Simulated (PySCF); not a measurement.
# Spin-rotation constants: `C=C/C=C/C=C\O[SiH3]`, C$_{6}$H$_{10}$OSi

Molfile (atoms numbered from 1):
```
C6H10OSi
     RDKit          3D

 18 17  0  0  0  0  0  0  0  0999 V2000
    3.5356    1.0620   -0.9649 C   0  0  0  0  0  0  0  0  0  0  0  0
    2.2719    0.9541   -0.5572 C   0  0  0  0  0  0  0  0  0  0  0  0
    1.4219   -0.1624   -0.8684 C   0  0  0  0  0  0  0  0  0  0  0  0
    0.1526   -0.2739   -0.4369 C   0  0  0  0  0  0  0  0  0  0  0  0
   -0.6933   -1.3900   -0.7375 C   0  0  0  0  0  0  0  0  0  0  0  0
   -1.9520   -1.5908   -0.3205 C   0  0  0  0  0  0  0  0  0  0  0  0
   -2.7145   -0.8247    0.4637 O   0  0  0  0  0  0  0  0  0  0  0  0
   -2.6873    0.5697    1.2955 Si  0  0  0  0  0  4  0  0  0  0  0  0
    3.9992    0.2989   -1.5685 H   0  0  0  0  0  0  0  0  0  0  0  0
    4.1479    1.9099   -0.7108 H   0  0  0  0  0  0  0  0  0  0  0  0
    1.8317    1.7352    0.0505 H   0  0  0  0  0  0  0  0  0  0  0  0
    1.8515   -0.9461   -1.4794 H   0  0  0  0  0  0  0  0  0  0  0  0
   -0.2632    0.5161    0.1733 H   0  0  0  0  0  0  0  0  0  0  0  0
   -0.2687   -2.1579   -1.3692 H   0  0  0  0  0  0  0  0  0  0  0  0
   -2.4820   -2.4878   -0.6270 H   0  0  0  0  0  0  0  0  0  0  0  0
   -2.5104    1.7114    0.3953 H   0  0  0  0  0  0  0  0  0  0  0  0
   -1.6310    0.5663    2.3098 H   0  0  0  0  0  0  0  0  0  0  0  0
   -4.0185    0.5163    1.8814 H   0  0  0  0  0  0  0  0  0  0  0  0
  1  2  2  0
  2  3  1  0
  3  4  2  0
  4  5  1  0
  5  6  2  0
  6  7  1  0
  7  8  1  0
  1  9  1  0
  1 10  1  0
  2 11  1  0
  3 12  1  0
  4 13  1  0
  5 14  1  0
  6 15  1  0
  8 16  1  0
  8 17  1  0
  8 18  1  0
M  END
```

Theory: GIAO B3LYP/pcSseg-1 magnetisability, rotational g tensor and spin-rotation constants, non-relativistic, gas phase (PySCF 2.14.0). Geometry: GFN2-xTB.

Task: Give the nuclear spin-rotation constants along the inertial axes (H = +C I·J) beside the isotropic shieldings.

Result: Rotational constants 3.6213, 0.6877, 0.5819 GHz. A star marks the isotopologue with that one atom substituted, in its own axes.
```
atom  isotope  Caa (kHz)  Cbb (kHz)  Ccc (kHz)  mean (kHz)  σ (ppm)
  H9       1H     -0.209      0.035     -0.070      -0.081     26.5
 H10       1H     -0.132      0.017     -0.068      -0.061     26.6
 H11       1H     -0.235      0.054     -0.070      -0.084     25.3
 H12       1H     -0.221      0.052     -0.073      -0.081     25.6
 H13       1H     -0.168      0.047     -0.076      -0.066     25.2
 H14       1H     -0.245      0.046     -0.074      -0.091     26.4
 H15       1H     -0.215      0.033     -0.060      -0.081     25.6
 H16       1H     -0.227     -0.051      0.008      -0.090     26.5
 H17       1H     -0.201     -0.050      0.003      -0.083     26.5
 H18       1H      0.198     -0.064     -0.051       0.027     26.8
  C1     13C*      1.140      0.312      0.084       0.512     60.0
  C2     13C*      1.303      0.354      0.092       0.583     35.2
  C3     13C*      1.264      0.326      0.103       0.565     43.1
  C4     13C*      1.290      0.328      0.083       0.567     49.2
  C5     13C*      1.085      0.300      0.098       0.494     64.2
  C6     13C*      1.180      0.342      0.128       0.550     32.0
  O7     17O*     -0.573     -0.164     -0.007      -0.248    230.3
 Si8    29Si*     -2.212     -0.359     -0.370      -0.981    382.3
```
For the geometry as given, no vibrational averaging.

Task: How do the rotational constants and the g tensor change when H9, H10, H11, H12, H13, H14, H15, H16, H17, H18 are replaced by deuterium?

Result: Constants 2.9735, 0.6153, 0.5159 GHz; g -0.0518, -0.0128, -0.0043, against -0.0630, -0.0143, -0.0049 before.
